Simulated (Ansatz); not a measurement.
Program: Ansatz. Geometries: PBE0-D4/def2-TZVP. ΔE: electronic, gas phase. CBS: MP2 limit from def2 TZ/QZ plus the TZ coupled-cluster correction, frozen cores. This one scheme is used for every species. Functionals use def2-TZVPP. One conformer a species, not always the lowest.

Reaction (formal hydrolysis of the Si–Cl bond): `O[SiH2]C[SiH](O)Cl` + H₂O → `O[SiH2]C[SiH](O)O` + HCl

CCSD(T)/CBS gives +8.0 kJ/mol.

Task: Another level gave +2.2 kJ/mol. Which?
A. CCSD(T)/def2-TZVPP
B. HF/def2-TZVPP
C. MP2/def2-TZVPP
D. PBE-D4/def2-TZVPP

Result: A. CCSD(T)/def2-TZVPP 2.2, PBE-D4 11.2, MP2/def2-TZVPP 7.1, HF/def2-TZVPP -2.2 kJ/mol.

Largest T1 diagnostic among the species: 0.011.

In def2-TZVPP, CCSD(T) changes the Hartree–Fock value by +4.4 kJ/mol (the triples alone add +1.5 kJ/mol) and MP2 by +9.3 kJ/mol. The D4 term adds +5.7 kJ/mol with B3LYP and +3.1 kJ/mol with PBE0; it sums over pairs of atoms, weighted by their polarisabilities, and B3LYP, whose exchange is more repulsive, gets the larger term.

B3LYP here is the variant with VWN-RPA as its local correlation; programs differ in this.
